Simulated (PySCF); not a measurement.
**Computed properties of Mo(OMe)(H)5 (CH₈MoO), SMILES C[O][MoH5], multiplicity 1**

CH₈MoO, SMILES C[O][MoH5], multiplicity 1. Geometry: PBE0-D3(BJ)/def2-SVP. The multiplicity is an assumed one; no other spin state was optimised. The structure was generated by enumeration; whether it is a known compound was not checked. The def2 effective core potentials stand for the cores of Mo; spin–orbit coupling is left out. The values are those of a single conformer. All values are computed for the isolated molecule unless a solvent is named; none is compared with measurement here.

**Structure.** The optimised structure has Cs symmetry. All 27 harmonic modes at PBE0-D3(BJ)/def2-SVP (PySCF) are real, so it is a minimum. With heavy atoms numbered as in [MoH5:1][O:2][CH3:3], the shortest bond between them is O2–C3 at 1.394 Å and the longest Mo1–O2 at 1.854 Å.

**Vibrations.** The strongest infrared lines (harmonic, unscaled, degenerate partners summed) lie at 1202 cm⁻¹ (235 km/mol, O 57 %, C 37 %), 1960 cm⁻¹ (187 km/mol, H 98 %), 1088 cm⁻¹ (163 km/mol, H 96 %). The softest mode is at 77 cm⁻¹ and the zero-point energy is 50.5 kcal/mol.

**Electronic structure.** B3LYP/def2-TZVPD (PySCF) places the frontier levels at -7.62 and -2.67 eV, a gap of 4.95 eV, and gives a dipole moment of 2.51 D and a mean polarisability of 70.6 bohr³. PBE/def2-TZVPD (PySCF) at the same geometry gives -6.46 and -3.27 eV, so its gap is 1.76 eV narrower. An orbital gap is neither the optical nor the fundamental gap.

**Excitations.** TDDFT-CAM-B3LYP/def2-SVPD (PySCF) has S1 at 3.40 eV (365 nm, f = 0.008, weak); the most intense of the 10 singlets computed lies at 4.85 eV (f = 0.09). T1 (TDA) is at 2.89 eV. TDDFT-PBE/def2-SVPD (PySCF) puts S1 at 3.32 eV. No vertical singlet excitation falls in the visible range (under 3.1 eV).
